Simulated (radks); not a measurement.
The numbers below are computed, except where a source is named.
W XXXI, 44 electrons, occupied as [Kr] 4d8. Level of theory: scalar-relativistic Kohn-Sham, PBEsol, spin-unpolarised, spherical densities, point nucleus (a radial shooting solver on a logarithmic mesh with Libxc functionals).

X-ray form factor f0, the Fourier transform of the density (f0(0) = 44):

sin(theta)/lambda (1/angstrom)  f0 (electrons)
0.05                                    43.921
0.1                                     43.687
0.15                                    43.301
0.2                                     42.770
0.25                                    42.103
0.3                                     41.311
0.4                                     39.408
0.5                                     37.178
0.6                                     34.750
0.8                                     29.778
1                                       25.275
1.25                                    20.875
1.5                                     17.825
2                                       14.051
